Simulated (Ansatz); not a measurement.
Cost and result for the atomization energy of `[CH3][Zn][Se]C` (10 atoms, 9 bonds).

| atom | x (Å) | y (Å) | z (Å) |
| --- | --- | --- | --- |
| C1 | -1.8091 | 1.3263 | -1.1262 |
| Zn2 | -0.8199 | 0.4285 | 0.2800 |
| Se3 | 0.3411 | -0.6289 | 1.9568 |
| C4 | 1.8585 | -1.3082 | 0.9037 |
| H5 | -1.2352 | 1.3263 | -2.0558 |
| H6 | -2.7604 | 0.8229 | -1.3104 |
| H7 | -2.0132 | 2.3630 | -0.8504 |
| H8 | 2.4187 | -0.4905 | 0.4563 |
| H9 | 1.5205 | -2.0027 | 0.1382 |
| H10 | 2.4989 | -1.8366 | 1.6078 |

The species carries charge 0 and has multiplicity 1. For Zn the d shell is correlated and the shells below it are frozen. Correlated methods include outer-core shells of Se, which these sets cover unevenly. Scalar relativity is left out up to krypton. The structure was optimised at the PBE0-D4/def2-TZVP level. It is one conformer, not always the lowest. Program: Ansatz. All runs use 4 threads of an INTEL XEON PLATINUM 8581C on a shared host. Times are those of one run each, without the atoms' runs, and a repeat can differ threefold. Electronic energies, without spin–orbit coupling; frozen cores. CCSD(T)/CBS adds CCSD(T) − MP2 in def2-TZVPP to the MP2 limit, and its time is that of the two runs behind it. T1 = 0.012. With those shells the extrapolation isn't a true limit. B3LYP takes the VWN-RPA correlation (the form of Gaussian; ORCA's B3LYP/G).

CCSD(T)/CBS is a level of theory with its own doubt, some kJ/mol a heavy atom from the limit and from the frozen cores, so smaller differences don't rank the functionals.

| level | functions | wall time | atomization (kcal/mol) | difference from CCSD(T)/CBS | per bond |
| --- | --- | --- | --- | --- | --- |
| LDA (SPW92)/def2-TZVPP | 258 | 0.95 s | 882.0 | 104.1 | 11.6 |
| BLYP-D4/def2-TZVPP | 258 | 1.4 s | 766.3 | -11.6 | -1.3 |
| PBE-D4/def2-TZVPP (with forces) | 258 | 1.8 s | 786.7 | 8.8 | 1.0 |
| PBE0-D4/def2-TZVPP | 258 | 2.5 s | 779.1 | 1.2 | 0.1 |
| BHLYP-D4/def2-TZVPP | 258 | 2.7 s | 756.3 | -21.6 | -2.4 |
| CAM-B3LYP-D4/def2-TZVPP | 258 | 3 s | 775.9 | -2.0 | -0.2 |
| B3LYP-D4/def2-TZVPP (with forces) | 258 | 4 s | 772.0 | -5.9 | -0.6 |
| PBE-QIDH/def2-TZVPP | 258 | 4.2 s | 776.2 | -1.7 | -0.2 |
| B2PLYP/def2-TZVPP | 258 | 4.3 s | 766.2 | -11.7 | -1.3 |
| CCSD(T)/def2-SVP | 121 | 5.5 s | 734.6 | -43.3 | -4.8 |
| MP2/def2-QZVPP | 483 | 18 s | 778.8 | 0.9 | 0.1 |
| CCSD(T)/def2-TZVPP | 258 | 2.1 min | 758.4 | -19.5 | -2.2 |
| CCSD(T)/CBS(def2) | – | 2.3 min | 777.9 | 0.0 | 0.0 |

In def2-TZVPP, CCSD(T) changes the Hartree–Fock value by +184.6 kcal/mol (the triples alone add +10.4 kcal/mol) and MP2 by +193.4 kcal/mol; breaking electron pairs costs correlation energy, which Hartree–Fock lacks. From BLYP to BHLYP (50 % exact exchange), in def2-TZVPP and without D4, the atomization energy moves by −6.5 kcal/mol: exact exchange takes away binding that semilocal exchange gives to molecules. Leaving LDA and LC-ωPBE aside and taking each functional with its dispersion term where it has one, the values spread over 30.4 kcal/mol, from BHLYP-D4 to PBE-D4. LDA lies +99.5 kcal/mol from PBE without D4, its usual overbinding.

For some Ge, Se and Sn compounds the MP2-based and the directly extrapolated limit differ by 10 to 25 kJ/mol.
